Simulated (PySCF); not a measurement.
Re(O)3(OH) (HO₄Re), SMILES [Re](=[O])(=[O])([OH])=[O], multiplicity 1. Atoms are numbered in the order given.

```xyz
6

Re     0.0000     0.0000    -0.0271
O     -1.3716    -0.7919    -0.6301
O      0.0000     1.5838    -0.6301
O      1.3716    -0.7919    -0.6301
O      0.0000     0.0000     1.7997
H      0.0000     0.0000     2.7566
```

Coordinates come from a PBE0-D3(BJ)/def2-SVP optimisation. The geometry has at least one imaginary mode, so it is a saddle point at that level. The spin state was assumed, not searched. The isomer is the one that the SMILES or the coordinates give; other isomers of the formula were not compared. The def2 effective core potentials stand for the cores of Re; spin–orbit coupling is left out. Other conformers were not sampled.

These are PBE/def2-TZVP run with PySCF values and carry that method's errors.

Symmetry labels are those of the subgroup Cs that the program uses (full group C3v).

Computed valence orbital energies around the gap with their symmetry:
```
orbital  symmetry  energy (eV)
-------  --------  -----------
HOMO−7         A"       -11.55
HOMO−6         A'       -10.61
HOMO−5         A'        -9.10
HOMO−4         A"        -9.10
HOMO−3         A'        -9.01
HOMO−2         A'        -8.19
HOMO−1         A"        -8.19
HOMO           A"        -7.89
LUMO           A"        -3.13
LUMO+1         A'        -3.13
LUMO+2         A'        -2.55
LUMO+3         A'        -0.88
```
